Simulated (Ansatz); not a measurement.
Reactions of Cl$_{2}$FHSn (`[F][SnH]([Cl])[Cl]`).

Computed with Ansatz on PBE0-D4/def2-TZVP structures; ΔE is electronic, products minus reactants. CCSD(T)/CBS is the MP2 limit (def2-TZVPP, def2-QZVPP) plus CCSD(T) − MP2 in def2-TZVPP, frozen cores. This one scheme is used for every species, atoms too. DFT in def2-TZVPP. Open shells (•) are unrestricted, without spin–orbit coupling. Spin–orbit coupling would lower the free atoms: a little for Cl, F; strongly for Sn. Elements past krypton have def2 core potentials. For Sn outer-core shells are correlated without core-valence functions, so the limit isn't a true one: a few kJ/mol of doubt a bond, and 10 to 20 or more in all where bonds break to atoms. Each species was taken in one conformer, which may not be the lowest.

| reaction | r2SCAN-D4 (kJ/mol) | CCSD(T)/def2-SVP (kJ/mol) | PBE-D4 (kJ/mol) | CCSD(T)/CBS(def2) (kJ/mol) |
| --- | --- | --- | --- | --- |
| `[F][SnH]([Cl])[Cl]` + SiH₄ → `[SiH3][SnH]([Cl])[Cl]` + H–F | 21 | 28 | 8 | 13 |
| `[F][SnH]([Cl])[Cl]` + CH₃OH → `C[O][SnH]([F])[Cl]` + HCl | 59 | 53 | 58 | 55 |
| `[F][SnH]([Cl])[Cl]` → 2 Cl• + F• + H• + Sn• | 1386 | 1233 | 1398 | 1400 |
| `[F][SnH]([Cl])[Cl]` + H₂S → `[SH][SnH]([Cl])[Cl]` + H–F | -4 | 1 | -11 | -13 |
| `[F][SnH]([Cl])[Cl]` + SiH₄ → `[F][SnH]([SiH3])[Cl]` + HCl | 52 | 56 | 41 | 52 |
| `[F][SnH]([Cl])[Cl]` → `[Cl][Sn][Cl]` + H–F | 15 | 21 | -7 | 8 |
| `[F][SnH]([Cl])[Cl]` → H• + `[F][Sn]([Cl])[Cl]`• | 292 | 304 | 279 | 322 |
| `[F][SnH]([Cl])[Cl]` → Cl• + `[F][SnH][Cl]`• | 367 | 348 | 367 | 389 |
| `[F][SnH]([Cl])[Cl]` + CH₃NH₂ → `C[NH][SnH]([Cl])[Cl]` + H–F | 52 | 47 | 47 | 38 |

Largest T1 diagnostic: 0.017, for `[F][SnH][Cl]`•.
